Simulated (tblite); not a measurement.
C₃H₇F₃OSi.
Geometry (GFN2-xTB, Å), atoms numbered from 1 in this order:
```
atom  x, y, z in Å
C1    -2.8615   -0.2695    0.2590
O2    -1.4969   -0.5224    0.1030
Si3   -0.2658    0.5072    0.2842
C4     1.1987   -0.6391   -0.1087
C5     2.4582    0.1481    0.0067
F6     2.6399    0.6652    1.2355
F7     2.5021    1.1921   -0.8410
F8     3.5669   -0.5745   -0.2505
H9    -3.4011   -1.1949    0.0589
H10   -3.1924    0.5019   -0.4383
H11   -3.0776    0.0652    1.2749
H12   -0.1646    1.0246    1.6500
H13   -0.3207    1.6204   -0.6652
H14    1.1476   -1.0417   -1.1184
H15    1.2628   -1.4747    0.5854
```

Level: GFN2-xTB in tblite, geometry and Hessian alike; calculated harmonic values, unscaled, isolated species. This tight-binding method is rough: wavenumbers can miss measured ones by several per cent, in bad cases by 10 to 20. Modes of hydrogen on silicon can be 10 to 20 % off. One conformer, not necessarily the lowest.

Harmonic wavenumbers (cm⁻¹): 25.4, 67.3, 80.9, 93.3, 127.5, 169.7, 250.6, 328.2, 337.2, 475.8, 483.6, 503.7, 573.6, 614.6, 761.0, 771.0, 778.5, 792.9, 812.4, 847.8, 970.7, 1024.2, 1131.2, 1134.8, 1165.1, 1165.8, 1196.5, 1249.7, 1415.1, 1438.4, 1475.8, 1484.5, 2251.0, 2286.7, 2966.5, 2978.2, 3001.5, 3017.9, 3021.4.

A = 4500, B = 743.4, C = 729.8 MHz; mass 144.022 u (most abundant isotopes); point group Cs, symmetry number 1.

What is the zero-point energy?

Half the sum of the wavenumbers: 21635 cm⁻¹ = 258.81 kJ/mol.

Entropy at 400 K, 1 bar (ideal gas, RRHO, classical rotation)?

Translation 176.95, rotation 126.12, vibration 175.54: S = 478.6 J/(mol K).

And Cp and H(400 K) − H(0)?

Cp = 187.50 J/(mol K), of which vibrations give 154.24 (their classical limit is 39 R = 324.3); H(400 K) − H(0) = 47.00 kJ/mol without the zero-point energy, 33.70 from vibrations.

What must be added to the electronic energy to get the Gibbs energy at 400 K and 1 bar?

ZPE + [H(400 K) − H(0)] − T·S = 258.81 + 47.00 − 191.44 = 114.37 kJ/mol.

How do the functions run with temperature in this model?

| T (K) | S (J/(mol K)) | Cp (J/(mol K)) | H − H(0) (kJ/mol) | G − H(0) (kJ/mol) | ln q(vib) |
| --- | --- | --- | --- | --- | --- |
| 50 | 255.6 | 62.4 | 2.33 | -10.46 | 1.02 |
| 100 | 305.7 | 83.1 | 5.99 | -24.57 | 2.65 |
| 298.15 | 428.4 | 154.7 | 29.53 | -98.20 | 8.34 |
| 373.15 | 465.9 | 179.4 | 42.08 | -131.76 | 10.30 |
| 500 | 523.4 | 213.7 | 67.11 | -194.57 | 13.46 |
| 750 | 619.3 | 258.8 | 126.66 | -337.83 | 19.21 |
| 1000 | 697.9 | 286.9 | 195.14 | -502.79 | 24.36 |

q(vib) and H(0) count from the zero-point level.

Hindered rotation and anharmonicity are outside this model. Other conformers, if any are populated, would add a mixing term that is left out.

Time: 0.77 s. Hardware: one thread, Arm Neoverse N1 (aarch64), no GPU, shared host with 64 logical CPUs at a one-minute load of 61. This covers the Hessian and the dipole derivatives.
